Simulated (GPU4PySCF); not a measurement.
C12F4N4, SMILES N#CC(C#N)=c1c(F)c(F)c(=C(C#N)C#N)c(F)c1F. Coordinates come from a PBE-D3(BJ)/def2-TZVP optimisation.

Problem. Give the equilibrium geometry at PBE-D3(BJ)/def2-TZVP (GPU4PySCF confirms it by a frequency run) as Cartesian coordinates in Å, and its point group. (An estimate is asked for; the answer gives what the named calculation found.)

Solution. point group D2h.
```xyz
20

N      0.0000    -2.0974     4.3741
C      0.0000    -1.1835     3.6475
C      0.0000     0.0000     2.8575
C      0.0000     1.1835     3.6475
N      0.0000     2.0974     4.3741
C      0.0000     0.0000     1.4595
C      0.0000     1.2133     0.6838
F      0.0000     2.3874     1.3151
C      0.0000     1.2133    -0.6838
F      0.0000     2.3874    -1.3151
C      0.0000     0.0000    -1.4595
C      0.0000     0.0000    -2.8575
C      0.0000    -1.1835    -3.6475
N      0.0000    -2.0974    -4.3741
C      0.0000     1.1835    -3.6475
N      0.0000     2.0974    -4.3741
C      0.0000    -1.2133    -0.6838
F      0.0000    -2.3874    -1.3151
C      0.0000    -1.2133     0.6838
F      0.0000    -2.3874     1.3151
```
